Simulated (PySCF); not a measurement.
**SbC and its ions**

ROHF; basis Sb aug-cc-pVDZ-PP with ECP28, C aug-cc-pVDZ; scalar-relativistic core potentials; PySCF 2.14. Neutral (ROHF): doublet (σ ↑), Re = 1.847 Å, ωe = 976 cm⁻¹, De = -0.31 eV, HOMO -8.97 eV, LUMO 0.47 eV.

SbC⁻ (RHF): singlet (closed shell), Re = 1.913 Å, ωe = 902 cm⁻¹. The energies at the minima are -276.94335 hartree for SbC and -277.01656 for SbC⁻.

Question: Work out the adiabatic electron affinity, without and with harmonic zero-point energies (1 hartree = 27.2114 eV, 1 eV = 8065.5 cm⁻¹), and the change of the bond length.

Answer: At HF: 0.07321 hartree = 1.992 eV between the minima; the zero-point term (976.0 − 902.0)/2 cm⁻¹ = +0.005 eV makes it 1.997 eV. Re changes by +6.6 pm against the neutral. The electron enters a σ orbital; the charge polarises the partner, so the anion is bound more strongly.

Spin–orbit coupling is left out, which matters for elements this heavy, above all for dissociation energies. UHF is strongly spin-contaminated for SbC, so the ROHF reference used there is far from stable. Hartree–Fock leaves out correlation, which carries a large part of most bond energies and some tenths to 1 eV of ionisation energies. A negative De means that the minimum lies above the separated atoms at that level. States were picked by a PBE0 search and need not be the measured ground states.
